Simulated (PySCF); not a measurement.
What does the PBE0-D3(BJ)/def2-SVP structure of InChI=1S/C2H10Si2/c1-3-4-2/h3-4H2,1-2H3 look like in three dimensions?

```
atom  x, y, z in Å
C1    -2.3440    0.4490    0.4507
Si2   -0.7854   -0.4193   -0.1623
Si3    1.1619    0.7785    0.3681
C4     2.7058   -0.0496   -0.3310
H5    -2.4303    1.4509    0.0031
H6    -2.3244    0.5632    1.5451
H7    -3.2425   -0.1265    0.1804
H8    -0.6913   -1.7915    0.4362
H9    -0.8513   -0.5965   -1.6507
H10    1.2745    0.8952    1.8596
H11    1.0407    2.1729   -0.1716
H12    2.8207   -1.0677    0.0707
H13    2.6469   -0.1182   -1.4280
H14    3.6075    0.5251   -0.0715
```

Orientation and origin are arbitrary. Atoms count from 1 in this order. Si2 (SiH2 silicon) is tetrahedral (angles from 106.9° to 112.2°).

Bonds between heavy atoms (Å): C1–Si2 1.886, Si2–Si3 2.347, Si3–C4 1.886.

Method used: PySCF 2.14.0, PBE0-D3(BJ)/def2-SVP geometry optimisation, gas phase.

Point group: near C2h, missed by 0.11 Å at most; the miss may be what the optimiser left on a soft mode (C2 holds within 0.08 Å). No PBE0-D3(BJ)/def2-SVP frequencies stand behind this structure, so it isn't proved a minimum. One conformer, not necessarily the lowest (C1–Si2–Si3–C4 -177°).

Hardware: an Arm Neoverse V1 with one thread (shared host). Cost: 23 s wall, 0.45 GiB resident at most. These figures are those of the optimisation.
